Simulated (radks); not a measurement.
Q: All-electron atom: Yb XIV in [Kr] 4d10 4f10 5s1. All-electron calculation, Dirac Kohn-Sham, relativistic LDA (MacDonald-Vosko exchange, VWN5 correlation), spin-unpolarised, spherical densities, finite nucleus; open shells fill j = l - 1/2 first; Fermi nuclear charge, rms radius 5.3108 fm. Program: a radial shooting solver on a logarithmic mesh with Libxc functionals. Some entries of the table are withheld. Estimate them.

orbital,occ.,eigenvalue (eV),<r^2> (bohr^2)
1s1/2,2,-61011.66,0.0005345
2s1/2,2,-10569.36,(1)
2p1/2,2,(2),0.005895
2p3/2,4,(3),0.007104
3s1/2,2,-2591.923,0.05394
3p1/2,2,-2385.008,0.04969
3p3/2,4,-2165.160,0.05641
3d3/2,4,-1809.707,0.04410
3d5/2,6,-1761.396,0.04596
4s1/2,2,-720.5968,0.2663
4p1/2,2,-636.1709,0.2752
4p3/2,4,-585.0387,0.3101
4d3/2,4,-444.6843,0.3368
4d5/2,6,-435.0802,0.3493
5s1/2,1,-279.5144,1.179
4f5/2,6,-259.6431,0.4326
4f7/2,4,-257.8553,0.4401

A: 
(1) 2s1/2 <r^2> (bohr^2): 0.008211
(2) 2p1/2 eigenvalue (eV): -10105.57
(3) 2p3/2 eigenvalue (eV): -9071.042
